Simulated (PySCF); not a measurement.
A GIAO shielding run with PySCF (density fitting, non-relativistic, gas phase) on SMILES CN1CCCN1[SiH](C)C, C6H16N2Si:

```
$ OMP_NUM_THREADS=1 python probes_run.py task.json out

{"job": {"kind": "nmr", "xc": "PBE0", "basis": "pcSseg-1"}, "charge": 0, "multiplicity": 1}
C     -1.593651     0.331212     1.684296
N     -1.013758     0.696203     0.401363
C     -1.972418     0.678287    -0.692018
C     -2.018909    -0.783512    -1.183556
C     -0.681986    -1.352565    -0.673904
N     -0.026005    -0.242543     0.006692
Si     1.523407     0.392558    -0.415488
C      2.723657    -1.081189    -0.418060
C      1.957454     1.652300     0.929904
H     -2.143167    -0.617875     1.668800
H     -2.268595     1.127806     1.994098
H     -0.783102     0.256051     2.405763
H     -2.942109     1.053348    -0.368619
H     -1.579643     1.328688    -1.478383
H     -2.101010    -0.839197    -2.266637
H     -2.864485    -1.315280    -0.747648
H     -0.846944    -2.175723     0.031012
H     -0.051111    -1.718161    -1.482120
H      1.599108     1.047236    -1.742674
H      2.642358    -1.663563     0.494359
H      3.750004    -0.740268    -0.501577
H      2.535455    -1.750183    -1.251601
H      2.046452     1.183630     1.904684
H      1.195609     2.419966     1.001051
H      2.902456     2.136917     0.709400
```

Hardware: 1 thread of an Intel Xeon 6975P-C, shared host. The job also computes population analyses, field gradients, ring-centre shieldings.

Task: How large is the calculation?

Result: 80 electrons, 240 basis functions and 1255 auxiliary functions.

Task: How long does it take, and how much memory does it need?

Result: 51 s of wall time, with 13 SCF cycles and 4 response iterations; peak memory 1.1 GiB. Times on a shared host scatter by some tens of per cent.
